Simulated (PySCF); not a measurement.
Correlation energy of I²⁺ (iodine, charge +2)

[Kr] 4d10 5s1 5p4, high-spin 4P determinant (an excited configuration). Calculation: PySCF 2.14, in aug-cc-pVDZ-PP with ECP28MDF; a scalar-relativistic core potential. Frozen: 4s2 4p6 4d10; 5 electrons correlated.

| level | correlation energy (mhartree) |
| --- | --- |
| CCSD | -83.74 |
| (T) | -2.60 |
| CCSD(T) | -86.34 |
| CCSDT | -87.43 |

Diagnostics: T1 = 0.011, D1 = 0.0233, largest double amplitude 0.233.

Question: Is a single reference adequate?

Answer: Not fully. A double-excitation amplitude exceeds 0.15, a sign of near-degeneracy.
